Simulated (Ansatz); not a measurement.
Consider the ligand exchange at a Ge–O bond: `O[SiH2][O][GeH3]` + `NC=O` → `O=C[NH][GeH3]` + `O[SiH2]O`.

Program: Ansatz. Geometries: PBE0-D4/def2-TZVP. ΔE: electronic, gas phase. CBS: MP2 limit from def2 TZ/QZ plus the TZ coupled-cluster correction, frozen cores. This one scheme is used for every species. DFT in def2-TZVPP. For Ge outer-core shells are correlated without core-valence functions, which leaves a few kJ/mol of doubt a bond. Scalar relativity is left out up to krypton. Each species was taken in one conformer, which may not be the lowest.

```json
{"level": "PBE0-D4", "ΔE (kJ/mol)": "20.9"}
{"level": "BHLYP-D4", "ΔE (kJ/mol)": "28.0"}
```

(1) What does CCSD(T)/CBS give? (Best estimate.)

Largest T1 diagnostic among the species: 0.016.

## Answers

(1) The calculation gave: +18.1 kJ/mol. The listed levels differ from it by 2.8, 9.9 kJ/mol.

Leaving LDA and LC-ωPBE aside and taking each functional with its dispersion term where it has one, the values, not all of them listed here, spread over 9.8 kJ/mol, from revPBE-D4 to BHLYP-D4. LDA lies −4.6 kJ/mol from PBE without D4. In def2-TZVPP, CCSD(T) changes the Hartree–Fock value by −13.9 kJ/mol (the triples alone add −1.8 kJ/mol) and MP2 by −14.4 kJ/mol. At CCSD(T), def2-SVP lies +5.3 kJ/mol from the extrapolated value and def2-TZVPP +0.7 kJ/mol.
